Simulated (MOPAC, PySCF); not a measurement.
H3In, SMILES `[InH3]`, neutral singlet in the gas phase. 

Z-matrix (Å, degrees):
```
In
H 1 1.7305
H 1 1.7305 2 120.00
H 1 1.7305 2 120.00 3 180.00
```
Charge 0, multiplicity 1.

All levels are single points at this geometry (B3LYP-D3(BJ)/def2-TZVP); Pople sets use spherical d functions. Orbital energies aren't observables, and empty levels follow the basis.

```csv
level,HOMO (eV),LUMO (eV),gap (eV),dipole (D),"vertical IE, Delta-SCF (eV)"
B3LYP-D3(BJ)/def2-TZVP in PySCF,-8.00,-2.20,5.80,0.00,–
PBE-D3(BJ)/def2-TZVP in PySCF,-6.99,-2.65,4.34,0.00,–
B3LYP/6-311+G** (LANL2DZ on In) in PySCF,-8.04,-2.00,6.03,0.00,–
BP86/6-31G* (LANL2DZ on In) in PySCF,-7.28,-2.66,4.62,0.00,–
M06-2X/6-31G* (LANL2DZ on In) in PySCF,-9.33,-1.38,7.96,0.00,–
HF/6-31G* (LANL2DZ on In) in PySCF,-11.17,0.49,11.66,0.00,–
AM1 in MOPAC,-10.78,-2.00,8.79,0.00,–
PM3 in MOPAC,-12.15,-3.35,8.80,0.00,–
PM6 in MOPAC,-11.37,2.72,14.09,0.00,–
```
